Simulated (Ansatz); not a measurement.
**Question.** Name a neutral molecule of C, N, O, Si and H with LUMO energy (PBE/def2-TZVPP) between -0.60 and -0.30 eV and size of the dipole moment (PBE/def2-TZVPP) between 0.15 and 0.45 D (Ansatz, PBE0-D4/def2-TZVP geometry).

**Answer.** `NCO[SiH3]` (-0.47 eV, 0.32 D). Other molecules can fit too; these were computed, each in one conformer that needn't be the lowest.
